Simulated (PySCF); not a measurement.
## In(2+) (indium, charge +2): UHF calculation

Configuration: [Kr] 4d10 5p1, 2P determinant (an excited configuration). Calculation: PySCF 2.14, in def2-QZVPPD with the def2 core potential (28 electrons); scalar relativity through the core potential.

- Total energy: -188.136158 hartree
- One-electron energy: -320.1776 hartree
- Hartree (Coulomb) energy: 147.4831 hartree
- Exchange energy: -15.4417 hartree
- ⟨S²⟩: 0.7520
- ⟨L²⟩: 2.006
- Sum of ⟨r⟩: 21.91 bohr
- Sum of ⟨r²⟩: 32.92 bohr²
- Traceless quadrupole moment −½Σ⟨3z² − r²⟩ along its main axis: -3.87 e·bohr²

| shell | electrons | mean orbital energy (hartree) | spread (hartree) | rms radius, mean of both spins (bohr) |
| --- | --- | --- | --- | --- |
| 4s α | 1 | -6.08058 | 0 | 0.913 |
| 4s β | 1 | -6.07702 | 0 | 0.913 |
| 4p α | 3 | -4.34072 | 0.00490 | 0.993 |
| 4p β | 3 | -4.33747 | 0.01557 | 0.993 |
| 4d α | 5 | -1.71989 | 0.01197 | 1.25 |
| 4d β | 5 | -1.71588 | 0.02010 | 1.25 |
| 5p α | 1 | -0.72377 | 0 | 3.12 |

Energies and moments cover only the electrons outside the core potential.
